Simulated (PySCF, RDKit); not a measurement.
Isomers of CH6OSi. Isolated molecules, 0 K electronic values unless said otherwise. One relaxed conformer stands for each flexible species; it need not be the lowest. Strings in code marks are SMILES.

Quantity: electronic energy of isomers of CH6OSi relative to `C[SiH2]O` (C–Si–O–H torsion 69°), in kcal/mol. Force-field values (RDKit) are differences of steric energies, which aren't made for comparing isomers with other bonds.

Level 1: ωB97X-D3(BJ)/def2-TZVP // PBE0-D3(BJ)/def2-TZVP (PySCF)
Level 2: B3LYP/LANL2DZ // PBE0-D3(BJ)/def2-TZVP (PySCF)
Level 3: PBE/6-31G* // PBE0-D3(BJ)/def2-TZVP (PySCF)
Level 4: UFF, relaxed from the DFT geometry (RDKit)

```csv
species,level 2,level 3,level 4
`CO[SiH3]`,24.0,17.1,3.56
`OC[SiH3]` (H–O–C–Si torsion 59°),39.9,41.4,1.32
```

What does level 1 give for each?


- `CO[SiH3]`: 23.0
- `OC[SiH3]` (H–O–C–Si torsion 59°): 48.5
